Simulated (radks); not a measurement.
Removal energies from the xenon ion Xe+, [Kr] 4d10 5s2 5p5, by Delta-SCF beside the eigenvalue of the level emptied. Method: scalar-relativistic Kohn-Sham, LDA (Slater exchange, Perdew-Wang correlation), spin-polarised, spherical densities, finite nucleus; Fermi nuclear charge, rms radius of each element as measured or else 0.836 A^(1/3) + 0.57 fm; computed with a radial shooting solver on a logarithmic mesh with Libxc functionals. Open shells are filled with parallel spins first.

| removed from | final configuration | Delta-SCF (eV) | -eigenvalue (eV) |
|---|---|---|---|
| 5p | [Kr] 4d10 5s2 5p4 | 21.416 | 16.866 |
| 5s | [Kr] 4d10 5s1 5p5 | 34.207 | 29.014 |
| 4d | [Kr] 4d9 5s2 5p5 | 78.250 | 69.406 |
| 4p | [Ar] 3d10 4s2 4p5 4d10 5s2 5p5 | 160.66 | 151.03 |
